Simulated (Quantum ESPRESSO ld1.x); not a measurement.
The numbers below are computed, except where a source is named.
Task: Coherent X-ray form factor from a spherical all-electron density. Level of theory: scalar-relativistic Kohn-Sham, LDA (Slater exchange, Perdew-Zunger correlation), spin-unpolarised, spherical densities, point nucleus (ld1.x of Quantum ESPRESSO 7.5).

sin(theta)/lambda (1/angstrom)  f0 (electrons)
0.05                                    42.442
0.1                                     40.884
0.15                                    38.619
0.2                                     35.995
0.25                                    33.309
0.3                                     30.763
0.4                                     26.446
0.5                                     23.214
0.6                                     20.809
0.8                                     17.296
1                                       14.411
1.25                                    11.280
1.5                                      8.887
2                                        6.263

The species is in the configuration that NIST lists as its ground one. Which atom or ion scatters so?

Result: The rhodium ion Rh2+, [Kr] 4d7. Extrapolating in s^2 from the first two rows gives f0(0) = 43.0, near the electron count 43; among species with that count, the fall with angle is slower the higher Z, and the table is that of Z = 45; from so few rows the species is fixed only to a neighbour or two.
